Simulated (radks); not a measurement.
Values are calculated unless marked as measured or tabulated.
Removal energies from the argon ion Ar+, [Ne] 3s2 3p5, by Delta-SCF beside the eigenvalue of the level emptied. Code: a radial shooting solver on a logarithmic mesh with Libxc functionals. Model: scalar-relativistic Kohn-Sham, BLYP, spin-polarised, spherical densities, finite nucleus; Fermi nuclear charge, rms radius of each element as measured or else 0.836 A^(1/3) + 0.57 fm. Open shells are filled with parallel spins first.

removed from,final configuration,Delta-SCF (eV),-eigenvalue (eV)
3p,[Ne] 3s2 3p4,27.574,21.419
3s,[Ne] 3s1 3p5,42.578,35.914
2p,[He] 2s2 2p5 3s2 3p5,263.97,243.77
2s,[He] 2s1 2p6 3s2 3p5,328.70,310.67
